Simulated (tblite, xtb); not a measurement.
C5H11O3Si, doublet, geometry from GFN2-xTB. Base run: GFN1-xTB (xtb).

Geometry (Å):
```xyz
20

C      0.2547    -2.4706    -1.6168
C      0.4346    -1.4758    -0.8125
Si     0.0128     0.0928     0.0814
O      1.2309     1.1589    -0.0123
C      2.5226     1.0230     0.5053
O     -0.2722    -0.2134     1.6477
C     -1.3225    -0.9564     2.1930
O     -1.3030     0.8482    -0.5142
C     -1.4224     1.4949    -1.7471
H      0.9964    -3.2517    -1.7540
H     -0.6417    -2.6153    -2.2209
H      2.4893     0.7765     1.5676
H      3.0382     1.9740     0.3659
H      3.0643     0.2344    -0.0223
H     -1.2181    -2.0128     1.9330
H     -2.2843    -0.5970     1.8235
H     -1.2817    -0.8437     3.2771
H     -2.3632     2.0468    -1.7433
H     -1.4333     0.7650    -2.5610
H     -0.5921     2.1846    -1.9056
```
Charge 0, spin multiplicity 2.
All else is at xtb's defaults.
Base energy -32.53169 Eh.

Programs used: tblite, xtb; a row that names a program was run with it.

Variants of this job, named by their change:

```tsv
change	ΔE vs base (kcal/mol)	dipole (D)	G_solv (kcal/mol)	SCF cycles
base	0.000	1.95	-	10
program = tblite; method = gfn1; option = (--guess, eeq)	0.000	-	-	-
acc = 0.1	0.000	1.95	-	11
acc = 0.0001	0.000	1.95	-	16
alpb = dmf	-11.31	2.28	-11.72	11
program = tblite; method = gfn1; option = (--alpb, water)	-5.02	-	-	-
etemp = 5000	-2.20	1.67	-	10
program = tblite; method = gfn1	0.000	-	-	-
alpb = acetonitrile	-8.37	2.18	-8.56	11
```

ALPB and GBSA are two models with their own fitted parameters for each solvent, which aren't always the measured dielectric constant.
